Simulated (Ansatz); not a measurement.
Basis-set extrapolation for C2H4AlClO, SMILES `[Cl][Al]1[CH2]C[O]1` (PBE0-D4/def2-TZVP geometry, frozen core, Ansatz 0.2.0). Multiplicity 1, RHF reference.

```csv
,def2-TZVPP,def2-QZVPP
HF,-854.523464,-854.550157
MP2 correlation,-0.832425,-0.898149
CCSD(T) correlation,-0.905326,not run
```

Energies in hartree. Use E(X) = E(∞) + A·exp(−7.88·√X) for Hartree–Fock and E(X) = E(∞) + B·X^(−2.97) for correlation, with X = 3 and 4, and add CCSD(T) minus MP2 of the smaller set to the MP2 limit.

What is the CCSD(T) energy at the basis-set limit?

HF limit: -854.550157 + (-0.026693) × 0.13774 = -854.55383. MP2 limit: -0.898149 + (-0.065724) × 0.74074 = -0.94683. Higher-order term: -0.905326 − (-0.832425) = -0.07290. Total: -855.57356 hartree, 3.94 eV below CCSD(T)/def2-TZVPP.
